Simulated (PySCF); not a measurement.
**Bi: electron affinity**

Bi⁻ [Xe] 4f14 5d10 6s2 6p4 (3P) → Bi [Xe] 4f14 5d10 6s2 6p3 (4S), as a difference of total energies. Calculation: PySCF 2.14, in aug-cc-pwCVDZ-PP with ECP60MDF; scalar relativity through the core potential. Correlated levels: valence and next inner shell: nothing frozen outside the core potential. The calculations carry no spin-orbit coupling.

```json
{"method": "UHF", "electron affinity (eV)": "-0.227"}
{"method": "MP2 (valence and next inner shell)", "electron affinity (eV)": "0.349"}
{"method": "SCS-MP2 (valence and next inner shell)", "electron affinity (eV)": "0.341"}
{"method": "CCSD (valence and next inner shell)", "electron affinity (eV)": "0.381"}
{"method": "CCSD(T) (valence and next inner shell)", "electron affinity (eV)": "0.442"}
```

Spin-orbit coupling is strong in these open shells (close to jj coupling). The scalar numbers leave it out and a first-order estimate fails, so it can dominate the gap to the real levels.

Errors of the correlated levels include the incompleteness of this basis.

A negative affinity means that the anion lies above the atom at that level of theory.

For comparison: 0.942 eV (measured; photodetachment measurements, as compiled on the Wikipedia data page of electron affinities).
